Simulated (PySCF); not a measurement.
**Excitation energy of Hf(2+) by level of theory**

Hf(2+) [Xe] 4f14 5d2 (3F) → Hf(2+) [Xe] 4f14 5d1 6s1 (3D), as a difference of total energies. Computed with PySCF 2.14 in ANO-RCC-VTZP (8s7p5d3f2g1h, 104 functions), with the spin-free X2C one-electron Hamiltonian (Gaussian nucleus). Correlated levels: valence and next inner shell: [Kr] 4d10 4f14 frozen. The calculations carry no spin-orbit coupling.

```csv
method,excitation energy (eV)
UHF,0.349
MP2 (valence and next inner shell),0.130
SCS-MP2 (valence and next inner shell),0.204
CCSD (valence and next inner shell),0.187
CCSD(T) (valence and next inner shell),0.172
```

How much does correlation contribute at CCSD(T) (valence and next inner shell)?

0.172 − (0.349) = -0.177 eV, measured against UHF.

A first-order spin-orbit estimate (lowest level to lowest level, LS coupling) adds 0.088 eV.

The basis was made for the ground configuration and has no added diffuse functions, so the excitation energy can come out too high.
